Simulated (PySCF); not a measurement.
Relaxation of singlet NbOCl3

Method: PySCF, PBE, basis Nb def2-SVP with ECP28, O def2-SVP, Cl def2-SVP (scalar-relativistic core potentials, no spin–orbit coupling, density fitting). A (50,194) grid was used.

A start displaced from a saddle point along its imaginary mode, of Cs symmetry, held to at least that symmetry:

```xyz
5
charge 0 multiplicity 1, angstrom
Nb    0.0000   -0.3214    0.0169
O     0.0000   -2.0303   -0.1200
Cl    2.3330   -0.1703    0.0258
Cl    0.0000    2.1230   -0.0416
Cl   -2.3330   -0.1703    0.0258
```

(1) What does it relax to?

(2) How much energy is released, and in how many steps?

Answers

(1) It ends at C3v with Nb–Cl 2.296 Å (×3), Nb–O 1.699 Å; Cl–Nb–Cl 111.4° (×3), Cl–Nb–O 107.4° (×3) (after a last refinement on a finer grid). The frequency run here used a shortcut that can spoil soft modes, so no verdict on minimum or saddle point is given. Other isomers or separated fragments may lie lower.

(2) 278.0 kJ/mol in 17 steps.

The relaxation took roughly 110 core-seconds on a shared host.
